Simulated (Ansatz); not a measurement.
**Interaction energy ladder**

The pair of K⁺ (SMILES [K+], atom 1) and H2O2 (SMILES OO, atoms 2–5), both closed shells, in one local arrangement (a lower one may exist), relaxed at PBE0-D4/def2-TZVP:

K1  (0.053, -0.225, -2.351)
O2  (0.542, -0.426, 0.321)
O3  (-0.554, 0.477, 0.210)
H4  (0.258, -1.031, 1.023)
H5  (-0.299, 1.205, 0.796)
(Å)

Computed with Ansatz 0.2.0 (basis: def2-TZVPPD, with def2-QZVPPD for the basis limit); correlated methods freeze the cores. The outer core shell of Li, Na, Mg and K is correlated. The def2 sets are not built for correlating such inner shells, so the correlated values are less sure here. B3LYP uses VWN-RPA correlation. Extrapolation: Hartree–Fock as exp(−7.88 √X), correlation as X^−2.97. Interaction energies count from these two fragments, frozen as in the pair, with the counterpoise correction; negative means bound.

Task: What is the interaction energy by CCSD(T) at an estimated basis limit (MP2 extrapolated from triple and quadruple zeta, plus CCSD(T) − MP2 in triple zeta)? (An estimate is asked for; the value comes from the calculation.)

Result: Computed: -79.5 kJ/mol. Hartree–Fock alone gives -73.6 kJ/mol at the basis limit. It counts from the two fragments frozen as in the pair.

The same quantity by other methods in triple zeta, and each one's difference from that estimate:
```json
{"method": "PBE-D4", "E_int (kJ/mol)": "-76.4", "difference": "3.1"}
{"method": "revPBE-D4", "E_int (kJ/mol)": "-70.7", "difference": "8.8"}
{"method": "BLYP-D4", "E_int (kJ/mol)": "-74.6", "difference": "4.9"}
{"method": "r2SCAN-D4", "E_int (kJ/mol)": "-78.5", "difference": "1.0"}
{"method": "B97M-V", "E_int (kJ/mol)": "-78.3", "difference": "1.2"}
{"method": "PBE0-D4", "E_int (kJ/mol)": "-78.0", "difference": "1.5"}
{"method": "B3LYP-D4", "E_int (kJ/mol)": "-77.7", "difference": "1.8"}
{"method": "HSE06-D4", "E_int (kJ/mol)": "-78.0", "difference": "1.5"}
{"method": "wB97X-V", "E_int (kJ/mol)": "-78.7", "difference": "0.8"}
{"method": "wB97M-V", "E_int (kJ/mol)": "-79.0", "difference": "0.5"}
{"method": "B2PLYP", "E_int (kJ/mol)": "-76.1", "difference": "3.4"}
{"method": "HF", "E_int (kJ/mol)": "-73.2", "difference": "6.4"}
{"method": "MP2", "E_int (kJ/mol)": "-76.3", "difference": "3.2"}
{"method": "CCSD", "E_int (kJ/mol)": "-74.8", "difference": "4.7"}
{"method": "CCSD(T)", "E_int (kJ/mol)": "-74.8", "difference": "4.7"}
```
Differences are method less estimate.

Energy to bend the free fragments (PBE0-D4 minima) into their shapes in the pair, CCSD(T)/def2-TZVPPD: H2O2 1.9 kJ/mol. This must be added to the interaction energy to get the binding energy from relaxed fragments.

Basis-set superposition shift (counterpoise-corrected less uncorrected): CCSD(T) 4.6; MP2 4.2; HF 0.4; PBE0-D4 0.7; wB97M-V 0.6 kJ/mol.

No T1 diagnostic of these runs exceeds 0.013.

For scale, one of the runs: CCSD(T)/def2-TZVPPD, 150 basis functions, launched by `ansatz run in.yaml --threads 2 --pin off --events-out ev --progress --plain --max-ram 5222MiB`. The run took 16 s on 2 CPU threads of an Arm Neoverse V2 (shared host), with 1 GiB of host memory at its peak.
